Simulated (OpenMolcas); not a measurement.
# Lines of F3+: computed and rescaled rates

| Quantity | Value |
| --- | --- |
| Program | OpenMolcas 26.06 |
| Method | CASSCF |
| Basis | ANO-RCC-VTZP [4s3p2d1f] |
| Scalar Hamiltonian | DKH2, point nucleus |
| Active space | 4 electrons in 4 orbitals (2s 2p) |
| State averaging | 2S+1 = 3 even, 6 roots (3 in the spin-orbit step); 2S+1 = 1 even, 6 roots kept (CI in the orbitals of an earlier block); 2S+1 = 5 odd, 1 root; 2S+1 = 3 odd, 9 roots kept (CI in the orbitals of an earlier block); 2S+1 = 1 odd, 8 roots kept (CI in the orbitals of an earlier block) |
| Spin-orbit coupling | RASSI with atomic mean-field integrals over the reference wave functions, term energies averaged over their components |

Rates come from the transition moments of the reference wave functions (E1 and E2 in the length form). At fixed line strength A goes as λ^-3 for E1 and M1 and as λ^-5 for E2, so a rate at the computed wavelength can be rescaled to the measured one. Measured vacuum wavelengths follow from level energies in Moore, Atomic Energy Levels, vol. I, NSRDS-NBS 35 (1971 reprint of NBS Circular 467, 1949). Branching counts decays inside the model space alone, at computed energies, and the table is only a selection of the E1 lines, drawn from those between levels with measured partners whose computed energy lies within a factor of 1.5 of the measured one.

```tsv
Upper	Lower	Type	λ computed (nm)	λ measured (nm)	A computed (s-1)	A rescaled (s-1)	Branching %
2s 2p³ ³D°₂	2s² 2p² ³P₂	E1	66.31	67.9	2.81e+08	2.62e+08	23.3
2s 2p³ ³D°₁	2s² 2p² ³P₂	E1	66.31	67.89	3.00e+07	2.80e+07	2.5
2s 2p³ ³D°₃	2s² 2p² ³P₂	E1	66.31	67.92	1.20e+09	1.12e+09	100.0
2s 2p³ ³D°₂	2s² 2p² ³P₁	E1	66.13	67.72	9.27e+08	8.63e+08	76.7
2s 2p³ ³D°₁	2s² 2p² ³P₁	E1	66.13	67.72	4.94e+08	4.60e+08	40.7
2s 2p³ ³D°₁	2s² 2p² ³P₀	E1	66.04	67.61	6.90e+08	6.43e+08	56.8
2s 2p³ ³P°₁	2s² 2p² ³P₂	E1	56.12	57.26	1.38e+09	1.30e+09	41.1
2s 2p³ ³P°₂	2s² 2p² ³P₂	E1	56.12	57.27	2.54e+09	2.39e+09	75.8
2s 2p³ ³P°₁	2s² 2p² ³P₁	E1	55.99	57.14	8.71e+08	8.19e+08	25.9
2s 2p³ ³P°₂	2s² 2p² ³P₁	E1	55.99	57.14	8.12e+08	7.64e+08	24.2
2s 2p³ ³P°₁	2s² 2p² ³P₀	E1	55.93	57.06	1.11e+09	1.05e+09	33.0
2s 2p³ ¹P°₁	2s² 2p² ¹S₀	E1	44.81	49.06	3.71e+09	2.83e+09	20.1
2s 2p³ ¹P°₁	2s² 2p² ¹D₂	E1	40.59	43.08	1.48e+10	1.24e+10	79.9
```

The largest correction is for 2s 2p³ ¹P°₁ → 2s² 2p² ¹S₀ (E1): 3.71e+09 × (44.81 / 49.06)^3 = 2.83e+09 s-1, a factor of 0.76.

The computed rate and branching of 2s 2p³ ³D°₃ → 2s² 2p² ³P₂ give the upper level a radiative lifetime of 1.000 / 1.20e+09 s-1 = 8.33e-10 s, counting decays inside the model space alone. The rescaled rate gives about 9.0e-10 s.

The computed order of these levels differs from the measured one in 2 places, and where term gaps are wrong the rates of spin-changing lines can be off by large factors.

No measured rate stands beside these. Rescaling mends the energy factor alone: line strengths can still be far off where a level mixes with configurations outside the active space, and weak or spin-changing lines hang on small mixing coefficients that depend on the term gaps too, so rescaling need not improve them.

Terms from blocks run as CI alone lack orbitals of their own. Measured partners are found by configuration, term and J. A level has none where our copy of the source lacks it or the pairing is in doubt (some pairs that miss far off the trend of their configuration count as doubtful). Only configurations of the active space appear.

° marks odd parity.
